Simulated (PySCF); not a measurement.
NMR parameters from quadrupole coupling constants

Compound: C6H12FNSi.
Numbering: `[CH3:1][SiH:2]([CH3:3])[CH2:4][CH2:5][C@H:6]([F:7])[C:8]#[N:9]` (hydrogens: H10, H11, H12 on C1; H13 on Si2; H14, H15, H16 on C3; H17, H18 on C4; H19, H20 on C5; H21 on C6)

Geometry (GFN2-xTB, Å), atoms numbered from 1 in this order:
```xyz
21
C6H12FNSi angstrom
C     -1.691    1.200   -1.128
Si    -1.492   -0.058    0.284
C     -2.417   -1.667   -0.122
C      0.364   -0.472    0.507
C      1.217    0.759    0.779
C      2.692    0.391    0.969
F      3.422    1.514    1.315
C      3.233   -0.180   -0.252
N      3.629   -0.624   -1.227
H     -2.739    1.363   -1.362
H     -1.264    2.165   -0.868
H     -1.203    0.859   -2.037
H     -1.992    0.517    1.546
H     -3.473   -1.477   -0.288
H     -2.025   -2.138   -1.019
H     -2.340   -2.388    0.686
H      0.486   -1.178    1.330
H      0.742   -0.972   -0.388
H      0.880    1.267    1.685
H      1.142    1.465   -0.051
H      2.821   -0.327    1.793
```

Computed at PBE0/pcSseg-1 (PySCF, non-relativistic):

```csv
atom,environment,nucleus,spin I,Q (b),CQ = χzz (MHz),η
N9,nitrile nitrogen,14N,1,0.02044,-4.882,0.164
```

Question: PQ = |CQ|√(1 + η²/3), νQ = 3|CQ|/[2I(2I − 1)], ν0 = |g|·7.62259 MHz/T·B with g(14N) = 0.40376: values at 21.15 T?

Answer: 
| atom | PQ (MHz) | νQ (MHz) | ν0 (MHz) | νQ/ν0 |
| --- | --- | --- | --- | --- |
| N9 | 4.904 | 7.324 | 65.09 | 0.113 |

For N9: PQ = 4.882 × 1.0044, νQ = 4.882 × 1.5000, ν0 = 3.0777 MHz/T × 21.15 T.

Question: A static spin 1 shows, to first order, a doublet split by νQ with the field along z of the gradient, and by (3/4)|CQ|(1 + η) and (3/4)|CQ|(1 − η) along y and x. Give the last two for 14N.

Answer: N9: 4.261 and 3.063 MHz.

Question: Quadrupolar 1/T1 and linewidth for τc = 3 ps (extreme narrowing, isotropic tumbling)?

Answer: 1/T1 = 1/T2 = (3π²/10)(2I + 3)/[I²(2I − 1)] × PQ² × τc; the width is 1/(πT2).

```tsv
site	spin factor (2I + 3)/[I²(2I − 1)]	1/T1 (s⁻¹)	T1 (ms)	linewidth (Hz)
14N at N9	5.000	1070	0.936	340
```

One conformer (not necessarily the lowest) at the GFN2-xTB geometry, without solvent, vibrations or thermal averaging. GFN2-xTB bond lengths can be off by several hundredths of an ångström, more for odd bonds, and the gradients follow them. A larger basis could move these couplings by a tenth or more.
